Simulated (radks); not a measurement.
The numbers below are computed, except where a source is named.
Numerical settings for the krypton ion Kr3+, [Ar] 3d10 4s2 4p3. Level of theory: Dirac Kohn-Sham, PBE, spin-unpolarised, spherical densities, finite nucleus; open shells are shared between the two j in proportion to 2j + 1; Fermi nuclear charge, rms radius 4.1884 fm (a radial shooting solver on a logarithmic mesh with Libxc functionals). The defaults (mesh step 0.008 in ln r, mesh end at 40 bohr or more with all orbitals vanishing there, Anderson mixing 0.5 over 9 steps, residual threshold near 1e-9 with the energy settled to 1e-9 hartree or 1e-11 of itself, here a cap of 67 iterations) give E = -2787.6422 hartree and 4p3/2 at -43.027 eV in 14 iterations. Run on one thread of a shared host, so times are rough (Arm Neoverse N1): 0.13 s of CPU time, 0.13 s wall, 14 iterations on 2189 mesh points. Changes against that run (0 stands for a change within the tolerance of the run):

| setting | iterations | converged | E (mhartree) | e(4p3/2) (meV) | CPU (s) |
|---|---|---|---|---|---|
| mesh step in ln r 0.2 | 13 | no | diverged | - | 0.04 |
| mesh step in ln r 0.05 | 14 | yes | -0.00117 | -0.00486 | 0.04 |
| mesh step in ln r 0.012 | 14 | yes | 0 | 0 | 0.09 |
| mesh end (bohr) 1 | 14 | level above zero | +1.03e+05 | +5.4e+05 | 0.09 |
| mesh end (bohr) 5 | 14 | yes | +1.57 | +51.5 | 0.12 |
| residual threshold 0.01 | 10 | yes | 0 | -0.0256 | 0.11 |
| residual threshold 0.001 | 10 | yes | 0 | -0.0256 | 0.11 |
| mixing 2.5 | 18 | yes | 0 | 0 | 0.16 |
| linear mixing, mixing 1 | 67 | no | +239 | -2.05e+03 | 0.74 |
| linear mixing, mixing 0.05 | 67 | no | +0.198 | -411 | 0.5 |
| mixing history 20 | 21 | yes | 0 | 0 | 0.17 |
| iteration cap 8 | 8 | no | 0 | +0.543 | 0.08 |

Settled on a wrong energy, with an occupied level pushed above zero by the early mesh end: mesh end (bohr) 1 (+103 hartree). Apart from these: settings that end as converged yet miss the energy by more than 1 mhartree: mesh end (bohr) 5 (+0.00157 hartree). A mesh that ends early acts as a hard wall.
